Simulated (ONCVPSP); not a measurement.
## Configuration tests for Be (ONCV)

* Element: Be (Z = 4)
* Generator: ONCVPSP 4.0.1
* Type: optimised norm-conserving Vanderbilt (ONCV)
* Functional: LDA (Perdew-Wang 92)
* Relativity: scalar-relativistic
* Frozen core: [He]
* Valence charge: 2
* Reference configuration: 2s2
* Partial waves: 2s: rc 1.80 bohr, ncon 4, nbas 8, qcut 3.8 1/bohr, 2 projectors, debl 2.6 Ha; p scattering state at 0.21 Ha: rc 1.85 bohr, ncon 3, nbas 7, qcut 5.1 1/bohr, 3 projectors, debl 3.6 Ha; d scattering state at 0.03 Ha: rc 1.80 bohr, ncon 4, nbas 8, qcut 4.9 1/bohr, 2 projectors, debl 1.2 Ha
* Local potential: polynomial inside 1.35 bohr (lpopt 1, dvloc0 6 Ha)
* Core correction: polynomial model core, fcfact 0.45

In the p channel the program set the typed energies aside and used 0.050, 3.650, 7.250 Ha.

Energies are relative to the spin-unpolarised reference configuration 2s2; without spin polarisation the order of configurations can differ from experiment.

**Question.** Give the all-electron excitation energy and the error of the potential for: 2s1; 2s1.5; 2s1 2p1; 2s0 2p2.

**Answer.**

```json
{"valence configuration": "2s1", "charge": "+1", "ΔE all-electron (eV)": "9.513", "error AE − PS (meV)": "+5.0"}
{"valence configuration": "2s1.5", "charge": "+0.5", "ΔE all-electron (eV)": "3.748", "error AE − PS (meV)": "+0.8"}
{"valence configuration": "2s1 2p1", "charge": "0", "ΔE all-electron (eV)": "3.518", "error AE − PS (meV)": "+2.2"}
{"valence configuration": "2s0 2p2", "charge": "0", "ΔE all-electron (eV)": "7.069", "error AE − PS (meV)": "+8.7"}
```
